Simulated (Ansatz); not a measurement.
`[MgH][Br]` + `[SiH3]`• → `[Mg][Br]`• + SiH₄ at 400 K and 1 bar (hydrogen abstraction from a Mg–H bond).

Isolated molecules relaxed with PBE0-D4/def2-TZVP in Ansatz; ΔE leaves out vibrations. CCSD(T)/CBS adds triple-zeta CCSD(T) − MP2 to the extrapolated MP2 energy (def2 sets, frozen cores). This one scheme is used for every species. No spin–orbit coupling; open shells (•) take unrestricted orbitals. For Br, Mg outer-core shells are correlated without core-valence functions, which leaves a few kJ/mol of doubt a bond. Scalar relativity is left out up to krypton.

| species | CCSD(T)/CBS energy (Eh) | H − E (kJ/mol) | S (J/(mol·K)) |
| --- | --- | --- | --- |
| `[MgH][Br]` | -2773.87245 | 32.8 | 266.3 |
| `[SiH3]`• | -290.80808 | 70.3 | 229.7 |
| `[Mg][Br]`• | -2773.25377 | 15.4 | 255.6 |
| SiH₄ | -291.46306 | 96.9 | 218.6 |

H − E and S are ideal-gas, rigid-rotor, harmonic terms from PBE0-D4/def2-TZVP, with the whole ground term of open shells counted as degenerate. 1 Eh = 2625.50 kJ/mol, R = 8.31446 J/(mol·K).

Q: By hand: ΔE, ΔH, ΔS and ΔG.

A: ΔE = (-2773.25377) + (-291.46306) − (-2773.87245) − (-290.80808) = -0.03630 Eh = -95.3 kJ/mol. Δ(H − E) = 15.4 + 96.9 − 32.8 − 70.3 = 9.2, so ΔH = -86.1 kJ/mol. ΔS = 255.6 + 218.6 − 266.3 − 229.7 = -21.8 J/(mol·K). ΔG = -86.1 − 400 × (-21.8)/1000 = -77.4 kJ/mol.

Q: By hand: the equilibrium constant, and the temperature at which ΔG would vanish if ΔH and ΔS stayed fixed.

A: log₁₀ K = −ΔG/(RT ln 10) = 10.1. ΔG = 0 at ΔH/ΔS = 3950 K, far beyond where these terms or the molecules hold.

ΔH outweighs TΔS. A doubt of 5 kJ/mol in ΔE shifts log₁₀ K by 0.7 here. These are equilibria of isolated gas molecules and say nothing of rates. Largest T1 diagnostic: 0.015 (customary marks: 0.02 for closed shells, 0.045 for open ones).
